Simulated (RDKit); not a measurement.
Torsional profile of C3H9ClSi, SMILES CCC[SiH2]Cl. Scanned: dihedral C1–C2–C3–Si4 and dihedral C2–C3–Si4–Cl5; all other coordinates were relaxed at GFN2-xTB. Points at φ and −φ are mirror images.

Atom numbering (GFN2-xTB optimised geometry, Å):
```
14

C     -2.0720    -0.2521    -0.3090
C     -0.7320     0.4720    -0.2500
C      0.4263    -0.4986    -0.0280
Si     2.1193     0.3589     0.0536
Cl     3.5399    -1.0464     0.3527
H     -2.8839     0.4541    -0.4678
H     -2.0800    -0.9730    -1.1240
H     -2.2582    -0.7856     0.6208
H     -0.5752     1.0187    -1.1821
H     -0.7528     1.2050     0.5591
H      0.2458    -1.0546     0.8959
H      0.4225    -1.2391    -0.8323
H      2.4226     1.0415    -1.2034
H      2.1776     1.2991     1.1718
```

Computed with MMFF94 // GFN2-xTB in RDKit 2026.03.6.

Energy in kJ/mol above the lowest grid point; x is the dihedral C1–C2–C3–Si4 (°), y the dihedral C2–C3–Si4–Cl5 (°).

| y \ x | -150 | -120 | -90 | -60 | -30 | 0 | 30 | 60 | 90 | 120 | 150 | 180 |
|---|---|---|---|---|---|---|---|---|---|---|---|---|
| 180 | 7.7 | 15.0 | 6.3 | 6.4 | 25.1 | 36.8 | 25.1 | 6.4 | 6.3 | 15.0 | 7.7 | 0.0 |
| 150 | 11.1 | 18.3 | 10.1 | 10.2 | 27.1 | 40.2 | 28.2 | 11.4 | 9.6 | 18.4 | 11.5 | 3.7 |
| 120 | 15.2 | 22.1 | 13.0 | 13.7 | 31.2 | 42.9 | 30.9 | 14.4 | 13.8 | 22.3 | 14.9 | 7.5 |
| 90 | 11.2 | 17.6 | 8.7 | 10.0 | 26.9 | 38.5 | 25.3 | 9.3 | 10.0 | 18.0 | 10.5 | 3.2 |
| 60 | 8.6 | 14.7 | 8.6 | 12.1 | 28.1 | 38.7 | 23.9 | 5.9 | 6.9 | 15.0 | 7.4 | 0.4 |
| 30 | 16.1 | 22.2 | 13.9 | 24.2 | 40.4 | 52.0 | 36.6 | 13.0 | 13.8 | 22.4 | 13.2 | 6.2 |
| 0 | 20.3 | 29.6 | 18.1 | 24.4 | 47.7 | 60.0 | 47.7 | 24.4 | 18.1 | 29.6 | 20.3 | 10.6 |
| -30 | 13.2 | 22.4 | 13.8 | 13.0 | 36.6 | 52.0 | 40.4 | 24.2 | 13.9 | 22.2 | 16.1 | 6.2 |
| -60 | 7.4 | 15.0 | 6.9 | 5.9 | 23.9 | 38.7 | 28.1 | 12.1 | 8.6 | 14.7 | 8.6 | 0.4 |
| -90 | 10.5 | 18.0 | 10.0 | 9.3 | 25.3 | 38.5 | 26.9 | 10.0 | 8.7 | 17.6 | 11.2 | 3.2 |
| -120 | 14.9 | 22.3 | 13.8 | 14.4 | 30.9 | 42.9 | 31.2 | 13.7 | 13.0 | 22.1 | 15.2 | 7.5 |
| -150 | 11.5 | 18.4 | 9.6 | 11.4 | 28.2 | 40.2 | 27.1 | 10.2 | 10.1 | 18.3 | 11.1 | 3.7 |

The six lowest points that lie below all their neighbours on the grid: x = 180, y = 180 (0.0 kJ/mol); x = 180, y = -60 (0.4 kJ/mol); x = 180, y = 60 (0.4 kJ/mol); x = -60, y = -60 (5.9 kJ/mol); x = 60, y = 60 (5.9 kJ/mol); x = -90, y = 180 (6.3 kJ/mol). The lowest path on the grid from the first to the second passes x = 180, y = -120 at 7.5 kJ/mol.

MMFF94 has few fitted parameters for silicon.
